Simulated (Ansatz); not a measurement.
Z-matrix (Å, degrees):
```
Si
Cl 1 2.055
Ge 1 2.383 2 108.8
O 1 1.633 2 111.4 3 116.8
H 1 1.485 2 105.7 3 -121.4
Cl 3 2.160 1 106.8 2 53.7
H 3 1.536 1 112.3 2 -62.9
H 3 1.536 1 113.6 2 171.2
H 4 0.959 1 119.1 2 54.0
```

The species carries charge 0 and has multiplicity 1.

Task: List the PBE/def2-TZVPP orbital energies in eV (the Gaussian-basis code of Ansatz). (An estimate is asked.)

Result: The calculation gave: Occupied: -10805.23, -2739.14, -2738.67, -1781.30, -1338.58, -1192.02, -1191.98, -1191.98, -510.99, -249.72, -249.23, -190.40, -190.26, -190.24, -189.95, -189.74, -189.74, -163.16, -138.87, -114.68, -114.55, -114.55, -95.66, -95.60, -95.56, -30.50, -30.41, -30.41, -30.34, -30.32, -25.75, -20.73, -20.06, -14.85, -13.59, -11.98, -10.17, -9.68, -9.22, -9.19, -8.76, -8.32, -8.02, -7.74, -7.31, -6.83. Lowest empty: -1.78, -1.18, -0.70, 0.17, 0.39, 0.92, 1.23, 1.44.
